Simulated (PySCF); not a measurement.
Cl₂GeH₄OSi, SMILES O[Si](Cl)(Cl)[GeH3]. Heavy atoms are numbered as in [OH:1][Si:2]([Cl:3])([Cl:4])[GeH3:5]. Hydrogens are named by the atom that carries them.

Coordinates come from a B3LYP-D3(BJ)/def2-SVP optimisation. The values are those of a single conformer.

Computed with PBE/def2-TZVP (PySCF).

ESP charges are fitted to the potential on shells at 1.4 to 2.0 van der Waals radii. Atomic charges (e), one atom of each kind:

```
atom        ESP fit  meta-Löwdin
----------  -------  -----------
O1 (OH)       -0.50        -0.71
Si2             ___         0.91
Cl3             ___        -0.28
Ge5 (GeH3)     0.11         0.06
H on O1        0.42         0.36
H on Ge5        ___        -0.02
```

**Question.** What belongs in the gaps? (Estimate from the structure and the level; the computed values follow.)

**Answer.** 
- Si2, ESP fit: 0.21
- Cl3, ESP fit: -0.11
- H on Ge5, ESP fit: 0.00
